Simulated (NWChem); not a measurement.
The numbers come from NWChem runs, not from measurements. System: HBN, charge 0, spin multiplicity 2, at a geometry optimised with UB3LYP/def2-SVP. The structure started from a generated list of species. Its SCF solution wasn't tested for a lower state. Level: UB2PLYP/cc-pVQZ, 2 core orbitals frozen.

Job file:

```
start mol
memory heap 200 mb stack 900 mb global 1100 mb
geometry units angstroms nocenter noautoz
  B      0.000000     0.000000    -0.613379
  N      0.000000     0.000000     0.694817
  H      0.000000     0.000000    -1.796827
  symmetry group C2v
end
basis spherical
  * library cc-pvqz
end
dft
  xc hfexch 0.53 becke88 0.47 lyp 0.73 mp2 0.27
  dftmp2
  odft
  mult 2
  semidirect memsize 60000000 filesize 0
  iterations 100
end
mp2
  freeze core 2
end
task dft energy
```

Output (cleaned and shortened):

```
             Northwest Computational Chemistry Package (NWChem) 7.3.0
             --------------------------------------------------------

                                NWChem Input Module
                                -------------------

 Scaling coordinates for geometry "geometry" by  1.889725989
 (inverse scale =  0.529177249)

 Turning off AUTOSYM since
 SYMMETRY directive was detected!

                             Geometry "geometry" -> ""
                             -------------------------

 Output coordinates in angstroms (scale by  1.889725989 to convert to a.u.)

  No.       Tag          Charge          X              Y              Z
 ---- ---------------- ---------- -------------- -------------- --------------
    1 B                    5.0000     0.00000000     0.00000000    -0.61337900
    2 N                    7.0000     0.00000000     0.00000000     0.69481700
    3 H                    1.0000     0.00000000     0.00000000    -1.79682700

 Effective nuclear repulsion energy (a.u.)      17.8802290576

            Nuclear Dipole moment (a.u.)
            ----------------------------
        X                 Y               Z
 ---------------- ---------------- ----------------
     0.0000000000     0.0000000000    -0.0000056692

      Symmetry information
      --------------------

 Group name             C2v
 Group number             16
 Group order               4
 No. of unique centers     3

      Symmetry unique atoms

     1    2    3


 Summary of "ao basis" -> "" (spherical)
 ------------------------------------------------------------------------------
       Tag                 Description            Shells   Functions and Types
 ---------------- ------------------------------  ------  ---------------------
 *                          cc-pvqz                   on all atoms

  dft_input: which_mp2 not specified, using semidirect MP2 by default.

                                 NWChem DFT Module
                                 -----------------

 Summary of "ao basis" -> "ao basis" (spherical)
 ------------------------------------------------------------------------------
       Tag                 Description            Shells   Functions and Types
 ---------------- ------------------------------  ------  ---------------------
 B                          cc-pvqz                 15       55   5s4p3d2f1g
 N                          cc-pvqz                 15       55   5s4p3d2f1g
 H                          cc-pvqz                 10       30   4s3p2d1f

 Summary of "ao basis" -> "ao basis" (spherical)
 ------------------------------------------------------------------------------
       Tag                 Description            Shells   Functions and Types
 ---------------- ------------------------------  ------  ---------------------
 B                          cc-pvqz                 15       55   5s4p3d2f1g
 N                          cc-pvqz                 15       55   5s4p3d2f1g
 H                          cc-pvqz                 10       30   4s3p2d1f

      Symmetry analysis of basis
      --------------------------

        a1         57
        a2         17
        b1         33
        b2         33

            General Information
            -------------------
          SCF calculation type: DFT
          Wavefunction type:  spin polarized.
          No. of atoms     :     3
          No. of electrons :    13
           Alpha electrons :     7
            Beta electrons :     6
          Charge           :     0
          Spin multiplicity:     2
          Use of symmetry is: on ; symmetry adaption is: on
          Maximum number of iterations: 100
          AO basis - number of functions:   140
                     number of shells:    40
          Convergence on energy requested:  1.00D-06
          Convergence on density requested:  1.00D-05
          Convergence on gradient requested:  5.00D-04

              XC Information
              --------------
                     Hartree-Fock (Exact) Exchange  0.530
                    Becke 1988 Exchange Functional  0.470
              Lee-Yang-Parr Correlation Functional  0.730

             Grid Information
             ----------------
          Grid used for XC integration:  medium
          Radial quadrature: Mura-Knowles
          Angular quadrature: Lebedev.
          Tag              B.-S. Rad. Rad. Pts. Rad. Cut. Ang. Pts.
          ---              ---------- --------- --------- ---------
          B                   0.85       49           7.0       434
          N                   0.65       49           9.0       434
          H                   0.35       45           8.0       434
          Grid pruning is: on
          Number of quadrature shells:   143
          Spatial weights used:  Erf1

          Convergence Information
          -----------------------
          Convergence aids based upon iterative change in
          total energy or number of iterations.
          Levelshifting, if invoked, occurs when the
          HOMO/LUMO gap drops below (HL_TOL):  1.00D-02
          DIIS, if invoked, will attempt to extrapolate
          using up to (NFOCK): 10 stored Fock matrices.

                    Damping( 0%)  Levelshifting(0.5)       DIIS
                  --------------- ------------------- ---------------
          dE  on:    start            ASAP                start
          dE off:    2 iters        100 iters           100 iters

      Screening Tolerance Information
      -------------------------------
          Density screening/tol_rho:  1.00D-10
          AO Gaussian exp screening on grid/accAOfunc:  14
[...]
              MO Center=  1.3D-16, -2.7D-16,  1.4D-02, r^2= 1.9D+00
   Bfn.  Coefficient  Atom+Function         Bfn.  Coefficient  Atom+Function
  ----- ------------  ---------------      ----- ------------  ---------------
    15      0.253575  1 B  px                67      0.247112  2 N  px
    12      0.201872  1 B  px                70      0.199842  2 N  px
     9      0.191249  1 B  px                64      0.177260  2 N  px
     6      0.098969  1 B  px                61      0.098201  2 N  px
    86      0.031409  2 N  d  1             121      0.026923  3 H  px

 Vector    8  Occ=0.000000D+00  E= 4.666026D-02  Symmetry=b2
              MO Center= -2.5D-15, -2.8D-14, -6.5D-01, r^2= 3.7D+00
   Bfn.  Coefficient  Atom+Function         Bfn.  Coefficient  Atom+Function
  ----- ------------  ---------------      ----- ------------  ---------------
    16      0.759920  1 B  py                71     -0.469567  2 N  py
    13      0.233042  1 B  py                68     -0.191610  2 N  py
    65     -0.189046  2 N  py                10      0.171446  1 B  py
    62     -0.093043  2 N  py                29     -0.082872  1 B  d -1
     7      0.078358  1 B  py               122      0.053451  3 H  py

 Vector    9  Occ=0.000000D+00  E= 7.592983D-02  Symmetry=a1
              MO Center= -5.6D-16,  1.7D-14, -6.5D-01, r^2= 5.9D+00
   Bfn.  Coefficient  Atom+Function         Bfn.  Coefficient  Atom+Function
  ----- ------------  ---------------      ----- ------------  ---------------
     5      4.763283  1 B  s                 60     -3.707151  2 N  s
   114     -2.689989  3 H  s                  4      2.332121  1 B  s
   113     -1.174340  3 H  s                 30      1.067934  1 B  d  0
    72      0.965747  2 N  pz                14      0.865749  1 B  pz
    69      0.483476  2 N  pz                59     -0.464175  2 N  s

   alpha - beta orbital overlaps
   -----------------------------

   alpha      1      2      3      4      5      6      7      8      9     10
    beta      1      2      3      4      5      7      6     10      8      9
 overlap   1.000  1.000  0.999  0.998  0.998  0.943  0.998  0.930  0.998  0.999

   alpha     11     12     13     14     15     16     17     18     19     20
    beta     11     14     12     13     15     16     17     18     20     19
 overlap   1.000  0.986  1.000  1.000  0.971  1.000  0.968  0.997  0.961  0.998

   alpha     21     22     23     24     25     26     27     28     29     30
    beta     22     21     23     24     25     26     28     27     31     32
 overlap   0.952  0.998  0.998  0.996  0.997  0.998  0.994  1.000  1.000  0.994

   alpha     31     32     33     34     35     36     37     38     39     40
    beta     30     29     33     35     34     37     36     38     39     40
 overlap   0.994  1.000  0.996  0.997  0.967  0.998  0.967  0.999  0.989  0.990

   alpha     41     42     43     44     45     46     47     48     49     50
    beta     41     42     43     44     45     47     46     48     49     50
 overlap   1.000  0.999  0.999  1.000  1.000  0.997  1.000  1.000  1.000  1.000

   alpha     51     52     53     54     55     56     57     58     59     60
    beta     52     51     53     54     58     57     55     56     59     60
 overlap   0.998  0.999  1.000  1.000  0.847  0.949  0.847  0.950  0.998  0.999

   alpha     61     62     63     64     65     66     67     68     69     70
    beta     62     61     65     63     64     67     66     69     68     70
 overlap   0.980  0.999  0.984  0.999  1.000  0.999  1.000  0.998  0.999  0.999

   alpha     71     72     73     74     75     76     77     78     79     80
    beta     72     71     73     74     76     75     77     78     79     81
 overlap   1.000  1.000  1.000  0.994  1.000  1.000  0.993  1.000  0.999  0.993

   alpha     81     82     83     84     85     86     87     88     89     90
    beta     80     83     82     84     85     86     87     88     89     91
 overlap   0.998  0.999  1.000  0.993  0.998  1.000  1.000  1.000  0.999  0.996

   alpha     91     92     93     94     95     96     97     98     99    100
    beta     90     92     93     94     95     96     97     99     98    100
 overlap   1.000  0.997  1.000  1.000  1.000  1.000  1.000  1.000  1.000  1.000

   alpha    101    102    103    104    105    106    107    108    109    110
    beta    104    103    102    101    105    107    106    108    109    110
 overlap   0.927  0.932  0.926  0.932  0.998  1.000  1.000  1.000  1.000  0.996

   alpha    111    112    113    114    115    116    117    118    119    120
    beta    111    112    114    113    115    116    117    119    118    121
 overlap   0.999  1.000  0.981  1.000  0.984  1.000  0.999  0.998  0.999  0.999

   alpha    121    122    123    124    125    126    127    128    129    130
    beta    120    122    123    124    125    126    127    128    131    130
 overlap   0.999  1.000  1.000  0.996  1.000  0.996  0.999  1.000  0.992  1.000

   alpha    131    132    133    134    135    136    137    138    139    140
    beta    129    132    133    134    135    137    136    138    139    140
 overlap   0.992  1.000  1.000  1.000  1.000  1.000  1.000  1.000  1.000  1.000

     --------------------------
     Expectation value of S2:
     --------------------------
      <S2> =      0.7560 (Exact =     0.7500)

 center of mass
 --------------
 x =   0.00000000 y =   0.00000000 z =   0.08466693

 moments of inertia (a.u.)
 ------------------
          50.366163890147           0.000000000000           0.000000000000
           0.000000000000          50.366163890147           0.000000000000
           0.000000000000           0.000000000000           0.000000000000

     Multipole analysis of the density
     ---------------------------------

     L   x y z        total         alpha         beta         nuclear
     -   - - -        -----         -----         ----         -------
     0   0 0 0     -0.000000     -7.000000     -6.000000     13.000000

     1   1 0 0     -0.000000     -0.000000     -0.000000      0.000000
     1   0 1 0     -0.000000     -0.000000     -0.000000      0.000000
     1   0 0 1     -1.181043     -1.013443     -0.167594     -0.000006

     2   2 0 0     -7.951845     -4.966245     -2.985600      0.000000
     2   1 1 0     -0.000000     -0.000000      0.000000      0.000000
     2   1 0 1     -0.000000     -0.000000      0.000000      0.000000
     2   0 2 0     -9.500113     -4.953579     -4.546534      0.000000
     2   0 1 1     -0.000000     -0.000000     -0.000000      0.000000
     2   0 0 2     -9.256817    -20.552977    -19.019144     30.315304

                   NWChem MP2 Semi-direct Energy/Gradient Module
                   ---------------------------------------------

  Basis functions       =    140
  Molecular orbitals    =    140
  Frozen core           =      2
  Frozen virtuals       =      0
  Active alpha occupied =      5
  Active beta occupied  =      4
  Active alpha virtual  =    133
  Active beta virtual   =    134
  Use MO symmetry       = T
  Use skeleton AO sym   = T

  AO/Fock/Back tols     =   1.0D-09  1.0D-09  1.0D-09

 GA uses MA = F    GA memory limited = T

 Available:
  local mem=  4.43D+07
 global mem=  1.44D+08
 local disk=  0.00D+00
  mp2_memr nvloc                   133
  nvloc new                   133
   1 passes of   5:        7340032                      94926                  22202670.
   1 passes of   5: M     44321826           G      144140000           F      36981794.

 Semi-direct pass number   1 of   1  for UHF alpha       at        4.2s
  vrange nnbf                  9805
  mp2_eaftype                    84  avail_ma_in_mb                   386
 EAF : mp2_eaftype filesize          84   11101335.
  mp2_eaf for mointskh                     84
Node 0 wrote     52.2 Mb in      0.0 s     Agg I/O rate:  5606.9 Mb/s
 Done moints_semi at        8.5s
  mp2_eaftype                    84  avail_ma_in_mb                   386
 EAF : mp2_eaftype filesize          84   11101335.
  mp2_eaf for kh                    84
 Done maket at        8.5s
 Done multipass loop at        8.5s

 GA uses MA = F    GA memory limited = T

 Available:
  local mem=  4.43D+07
 global mem=  1.44D+08
 local disk=  0.00D+00
  mp2_memr nvloc                   134
  nvloc new                   134
   1 passes of   4:        7340032                      84268                  17902197.
   1 passes of   4: M     44321826           G      144140000           F      36981794.

 Semi-direct pass number   1 of   1  for UHF beta        at        8.6s
  vrange nnbf                  9805
  mp2_eaftype                    68  avail_ma_in_mb                   386
 EAF : mp2_eaftype filesize          68    8951098.
  mp2_eaf for mointskh                     68
Node 0 wrote     42.0 Mb in      0.0 s     Agg I/O rate:  7202.3 Mb/s
 Done moints_semi at       12.8s
  mp2_eaftype                    68  avail_ma_in_mb                   386
 EAF : mp2_eaftype filesize          68    8951098.
  mp2_eaf for kh                    68
 Done maket at       12.8s
 Done multipass loop at       12.8s

          -------------------------------------------
          DFT energy                     -79.973363953536
          Unscaled MP2 energy             -0.330443669159
          Total DFT+MP2 energy           -80.062583744209
          -------------------------------------------

 -----------------------
 Performance information
 -----------------------

 Timer overhead =  1.34D-07 seconds/call

               Nr. of calls         CPU time (s)                 Wall time (s)                GFlops
             ---------------    -------------------     ------------------------------   -------------------
Name         Min   Avg   Max    Min     Avg     Max     Min     Avg     Max   Mx/calls   Min     Max     Sum
mp2: moin     2     2     2    8.4     8.4     8.4      8.4     8.4     8.4     4.2      0.0     0.0     0.0
mp2: make     2     2     2   0.15    0.15    0.15     0.15    0.15    0.15    7.37E-2   0.0     0.0     0.0
mp2: tota     1     1     1    8.7     8.7     8.7      8.7     8.7     8.7     8.7      0.0     0.0     0.0

 The average no. of pstat calls per process was 5.00D+00
 with a timing overhead of 6.71D-07s

 Task  times  cpu:       12.8s     wall:       12.8s

 Total times  cpu:       12.8s     wall:       12.8s
```
